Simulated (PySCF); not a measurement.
Compound: C4H16BNOSi.
SMILES with atom numbers: `[BH3-:1][NH2+:2][CH2:3][O:4][Si:5]([CH3:6])([CH3:7])[CH3:8]` (hydrogens: H9, H10, H11 on B1; H12, H13 on N2; H14, H15 on C3; H16, H17, H18 on C6; H19, H20, H21 on C7; H22, H23, H24 on C8)

Computed with PySCF at PBE0/pcSseg-1, non-relativistic, on one gas-phase PBE0-D3(BJ)/def2-SVP geometry that isn't relaxed in the solvent. The solvent is an IEF-PCM continuum (Bondi radii, 1.10 Å for H, scaled by 1.2). The model holds no explicit solvent molecules, cavitation or dispersion.

Gas phase at PBE0/pcSseg-1: HOMO -7.65 eV, LUMO 0.44 eV, dipole 6.13 D.

**Question.** What does the continuum do to the energy, the frontier levels and the dipole at PBE0/pcSseg-1 in acetone and dimethylsulfoxide?

**Answer.** 
```
          solvent      ε  E(solvent) − E(gas) (kJ/mol)  polarisation term (kJ/mol)  distortion of the solute (kJ/mol)  HOMO (eV)  LUMO (eV)  dipole (D)
          acetone  20.49                        -49.90                      -56.03                               6.13      -8.01       1.02        6.94
dimethylsulfoxide  46.83                        -52.19                      -58.93                               6.74      -8.00       1.04        6.97
```

Polarisation term: ½ Σ q·V over the induced surface charges. Distortion: the rise of the solute's own energy as its density leaves the gas-phase optimum. From acetone to dimethylsulfoxide the lowering changes by a factor 1.05, Onsager's factor (ε − 1)/(2ε + 1) by 1.04 and ε itself by 2.3.

**Question.** Which radius a makes the point-dipole formula ΔE = −[(ε − 1)/(2ε + 1)]·μ²/a³ give the value in dimethylsulfoxide, with the gas-phase dipole?

**Answer.** μ = 2.412 au and |ΔE| = 0.01988 Eh give a = 2.76 Å; the farthest nucleus lies 4.40 Å from the centroid of the nuclei, so such a sphere wouldn't even hold the nuclei. The formula assumes a rigid point dipole at the centre of a sphere.

**Question.** Which IAO charges (PBE0/pcSseg-1) respond most in acetone (means over atoms taken as equivalent)?

**Answer.** 
```json
{"atoms": "H12/H13", "environment": "N–H hydrogen", "gas (e)": "+0.286", "solvent (e)": "+0.305", "change": "+0.019"}
{"atoms": "H9/H10/H11", "environment": "B–H hydrogen", "gas (e)": "-0.029", "solvent (e)": "-0.044", "change": "-0.015"}
{"atoms": "O4", "environment": "silyl ether oxygen", "gas (e)": "-0.634", "solvent (e)": "-0.641", "change": "-0.007"}
{"atoms": "B1", "environment": "four-coordinate boron", "gas (e)": "-0.401", "solvent (e)": "-0.395", "change": "+0.006"}
{"atoms": "N2", "environment": "nitrogen bonded to B, C and 2 H", "gas (e)": "-0.278", "solvent (e)": "-0.283", "change": "-0.005"}
{"atoms": "C6/C7/C8", "environment": "Si-methyl carbon", "gas (e)": "-0.740", "solvent (e)": "-0.744", "change": "-0.004"}
{"atoms": "Si5", "environment": "oxygen-bound silicon", "gas (e)": "+1.284", "solvent (e)": "+1.288", "change": "+0.004"}
{"atoms": "H14/H15", "environment": "methylene hydrogen", "gas (e)": "+0.149", "solvent (e)": "+0.151", "change": "+0.002"}
{"atoms": "H16 (×9)", "environment": "methyl hydrogen", "gas (e)": "+0.156", "solvent (e)": "+0.158", "change": "+0.002"}
{"atoms": "C3", "environment": "sp3 carbon bound to oxygen", "gas (e)": "+0.060", "solvent (e)": "+0.059", "change": "-0.001"}
```

**Question.** Which Mayer bond orders change most in acetone?

**Answer.** 
```json
{"bond": "B1–N2", "length (Å)": "1.625", "gas": "0.618", "solvent": "0.669", "change": "+0.051"}
{"bond": "N2–H13", "length (Å)": "1.022", "gas": "0.919", "solvent": "0.906", "change": "-0.013"}
{"bond": "O4–Si5", "length (Å)": "1.698", "gas": "0.866", "solvent": "0.856", "change": "-0.010"}
{"bond": "N2–H12", "length (Å)": "1.022", "gas": "0.925", "solvent": "0.915", "change": "-0.010"}
{"bond": "Si5–C8", "length (Å)": "1.877", "gas": "0.956", "solvent": "0.962", "change": "+0.006"}
{"bond": "B1–H9", "length (Å)": "1.226", "gas": "0.984", "solvent": "0.979", "change": "-0.005"}
{"bond": "Si5–C6", "length (Å)": "1.871", "gas": "0.982", "solvent": "0.980", "change": "-0.002"}
{"bond": "Si5–C7", "length (Å)": "1.862", "gas": "0.984", "solvent": "0.982", "change": "-0.002"}
```

Conformer computed: `[BH3-:1][NH2+:2][CH2:3][O:4][Si:5]([CH3:6])([CH3:7])[CH3:8]`: B1–N2–C3–O4 -179°, N2–C3–O4–Si5 107°, C3–O4–Si5–C6 64°.
